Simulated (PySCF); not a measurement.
Al(F)2(OSiH3) (AlF2H3OSi), SMILES [F][Al]([F])[O][SiH3].

Geometry: PBE-D3(BJ)/def2-SVP. The structure was generated by enumeration; whether it is a known compound was not checked. The values are those of a single conformer.

The numbers are results of PBE-D3(BJ)/def2-SVP run with PySCF, not measurements.

Frequencies are harmonic and unscaled.

A small imaginary wavenumber (i) marks a very flat motion, where grid noise or a shallow saddle decides the sign.

| mode | ν (cm⁻¹) | IR (km/mol) | moving atoms (share of kinetic energy) |
|---|---|---|---|
| 1 | 16i | 0.0 | H 92 % |
| 2 | 24 | 0.3 | O 37 %, F 30 %, Si 17 %, H 12 % |
| 3 | 63 | 0.0 | O 65 %, H 12 %, F 12 %, Si 9 % |
| 4 | 225 | 37.5 | F 76 %, Si 13 % |
| 5 | 238 | 25.9 | F 42 %, O 39 %, Al 16 % |
| 6 | 283 | 97.8 | Al 67 %, F 21 %, O 11 % |
| 7 | 494 | 2.0 | F 37 %, Si 36 %, Al 22 % |
| 8 | 706 | 53.0 | H 85 %, Si 9 % |
| 9 | 711 | 54.8 | H 84 %, Si 9 % |
| 10 | 810 | 52.2 | F 52 %, Al 33 % |
| 11 | 915 | 58.8 | H 95 % |
| 12 | 917 | 71.1 | H 96 % |
| 13 | 944 | 130.4 | Al 52 %, F 48 % |
| 14 | 967 | 343.5 | H 85 %, Si 13 % |
| 15 | 1143 | 492.3 | O 74 %, Al 16 % |
| 16 | 2166 | 75.6 | H 99 % |
| 17 | 2170 | 138.9 | H 96 % |
| 18 | 2171 | 142.1 | H 96 % |
